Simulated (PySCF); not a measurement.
# Tc²⁵⁺: ionisation energy

Tc²⁵⁺ [Ar] (1S) → Tc²⁶⁺ [Ne] 3s2 3p5 (2P), as a difference of total energies. Calculation: PySCF 2.14, in an even-tempered Gaussian basis (18 s from 3.1 bohr⁻², ratio 2.5; 12 p from 4.1 bohr⁻², ratio 2.5; 5 d from 20 bohr⁻², ratio 2.7; 4 f from 30 bohr⁻², ratio 2.7); scalar relativity by spin-free X2C-1e. Correlated levels: outer shells: 1s2 frozen; virtual orbitals above 40 to 60 times the deepest correlated orbital energy dropped. The calculations carry no spin-orbit coupling.

| method | ionisation energy (eV) |
| --- | --- |
| UHF | 1362.6 |
| MP2 (outer shells) | 1363.6 |
| SCS-MP2 (outer shells) | 1363.4 |
| CCSD (outer shells) | 1363.4 |
| CCSD(T) (outer shells) | 1363.4 |

A first-order spin-orbit estimate (lowest level to lowest level, LS coupling) adds -8.370 eV.

Breit and QED terms and the two-electron picture change are absent.

For comparison: 1354 ± 4 eV (semi-empirical (NIST evaluation); NIST Atomic Spectra Database, ionization energies).
